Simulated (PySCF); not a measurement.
Computed IR spectrum (relative IR intensity) of a molecule C3H9FSi. Geometry optimised at PBE-D3(BJ)/def2-SVP. Other conformers were not sampled. Level of theory: PBE-D3(BJ)/def2-SVP in PySCF. Frequencies are harmonic and unscaled.

Lines under 2 % of the strongest are left out, and lines within 2 cm⁻¹ are merged.

```
ν (cm⁻¹)  relative intensity
--------  ------------------
262                      8.6
742                       19
838                      100
899                       59
1219                      32
1226                     5.3
1385                     2.0
1396                     4.1
3073                     4.3
3078                     4.6
```

**Question.** Pick the molecule that these values belong to.
A. CC(C)[SiH2]F
B. C[SiH2][C@@H](C)F
C. CC(C)(F)[SiH3]
D. C[Si](C)(C)F

**Answer.** D, C[Si](C)(C)F
